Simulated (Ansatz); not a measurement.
`c1cc2c3c(cccc3c1)CC2`. The species carries charge 0 and has multiplicity 1. All single points use the PBE0-D4/def2-TZVP geometry.

```xyz
22

C     0.718    2.051   -1.675
C     0.986    2.149   -0.290
C     0.618    1.114    0.526
C    -0.009   -0.004   -0.044
C    -0.327   -0.984    0.908
C    -0.945   -2.131    0.490
C    -1.237   -2.283   -0.885
C    -0.925   -1.323   -1.817
C    -0.287   -0.128   -1.415
C     0.103    0.956   -2.232
C     0.121   -0.505    2.264
C     0.747    0.893    2.010
H     1.011    2.874   -2.319
H     1.473    3.036    0.100
H    -1.212   -2.920    1.185
H    -1.727   -3.194   -1.213
H    -1.167   -1.480   -2.862
H    -0.084    0.921   -3.300
H     0.845   -1.195    2.707
H    -0.719   -0.449    2.962
H     1.793    0.928    2.327
H     0.226    1.673    2.572
```

(1) What is the dipole moment at r2SCAN/def2-TZVPP? (An estimate is asked.)

(2) And with PBE, B3LYP, ωB97M-V? (Best estimate.)

(3) Give the Mulliken charges with r2SCAN, ωB97M-V, B3LYP in def2-TZVPP. (Best estimate.)

Answers

(1) Ansatz gave: 1.01 D, with components (0.20, 0.09, 0.99) D in this frame, pointing from negative to positive charge.

(2) Ansatz gave: PBE 0.97 D, B3LYP 0.95 D, ωB97M-V 0.95 D.

(3) The calculation gave: 
```json
{"atom": "C1", "r2SCAN": "-0.07", "ωB97M-V": "-0.11", "B3LYP": "-0.11"}
{"atom": "C2", "r2SCAN": "-0.14", "ωB97M-V": "-0.12", "B3LYP": "-0.15"}
{"atom": "C3", "r2SCAN": "-0.02", "ωB97M-V": "-0.05", "B3LYP": "-0.03"}
{"atom": "C4", "r2SCAN": "0.20", "ωB97M-V": "0.15", "B3LYP": "0.12"}
{"atom": "C5", "r2SCAN": "-0.02", "ωB97M-V": "-0.05", "B3LYP": "-0.03"}
{"atom": "C6", "r2SCAN": "-0.14", "ωB97M-V": "-0.12", "B3LYP": "-0.15"}
{"atom": "C7", "r2SCAN": "-0.07", "ωB97M-V": "-0.11", "B3LYP": "-0.11"}
{"atom": "C8", "r2SCAN": "-0.15", "ωB97M-V": "-0.10", "B3LYP": "-0.14"}
{"atom": "C9", "r2SCAN": "-0.06", "ωB97M-V": "-0.12", "B3LYP": "-0.09"}
{"atom": "C10", "r2SCAN": "-0.15", "ωB97M-V": "-0.10", "B3LYP": "-0.14"}
{"atom": "C11", "r2SCAN": "-0.05", "ωB97M-V": "-0.17", "B3LYP": "-0.12"}
{"atom": "C12", "r2SCAN": "-0.05", "ωB97M-V": "-0.17", "B3LYP": "-0.12"}
{"atom": "H13", "r2SCAN": "0.10", "ωB97M-V": "0.11", "B3LYP": "0.12"}
{"atom": "H14", "r2SCAN": "0.09", "ωB97M-V": "0.12", "B3LYP": "0.12"}
{"atom": "H15", "r2SCAN": "0.09", "ωB97M-V": "0.12", "B3LYP": "0.12"}
{"atom": "H16", "r2SCAN": "0.10", "ωB97M-V": "0.11", "B3LYP": "0.12"}
{"atom": "H17", "r2SCAN": "0.08", "ωB97M-V": "0.11", "B3LYP": "0.12"}
{"atom": "H18", "r2SCAN": "0.08", "ωB97M-V": "0.11", "B3LYP": "0.12"}
{"atom": "H19", "r2SCAN": "0.04", "ωB97M-V": "0.10", "B3LYP": "0.08"}
{"atom": "H20", "r2SCAN": "0.04", "ωB97M-V": "0.10", "B3LYP": "0.08"}
{"atom": "H21", "r2SCAN": "0.04", "ωB97M-V": "0.10", "B3LYP": "0.08"}
{"atom": "H22", "r2SCAN": "0.04", "ωB97M-V": "0.10", "B3LYP": "0.08"}
```

B3LYP here is the variant with VWN-RPA as its local correlation; programs differ in this.
